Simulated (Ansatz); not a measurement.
`O[SiH2]S[SiH2][SiH3]` and `O[SiH2]S[SiH3]` differ in one atom or group.

Ansatz, PBE0-D4/def2-TZVP geometries, multiplicity 1. Each molecule was computed in one conformer, which needn't be the lowest.

| property | `O[SiH2]S[SiH2][SiH3]` |
| --- | --- |
| size of the dipole moment (PBE/def2-TZVPP) / D | 1.59 |
| HOMO energy (PBE/def2-TZVPP) / eV | -6.26 |
| size of the dipole moment (ωB97M-V/def2-TZVPP) / D | 1.71 |
| HOMO–LUMO gap (ωB97M-V/def2-TZVPP) / eV | 10.70 |
| HOMO energy (PBE0/def2-TZVPP) / eV | -7.40 |
| LUMO energy (PBE/def2-TZVPP) / eV | -1.37 |

Task: Give the same properties after the change, and the shifts. (Estimate.)

Result: The calculation gave: 
```csv
property,`O[SiH2]S[SiH3]`,shift
size of the dipole moment (PBE/def2-TZVPP) / D,0.93,-0.66
HOMO energy (PBE/def2-TZVPP) / eV,-6.44,-0.18
size of the dipole moment (ωB97M-V/def2-TZVPP) / D,0.92,-0.79
HOMO–LUMO gap (ωB97M-V/def2-TZVPP) / eV,11.43,0.73
HOMO energy (PBE0/def2-TZVPP) / eV,-7.64,-0.24
LUMO energy (PBE/def2-TZVPP) / eV,-0.88,0.49
```

With PBE0 the HOMO falls by 0.24 eV and the LUMO rises by 0.51 eV, so the gap widens by about 0.75 eV. PBE moves the HOMO by -0.18 eV and ωB97M-V by -0.34 eV. Dipoles are sizes alone; their direction can turn.
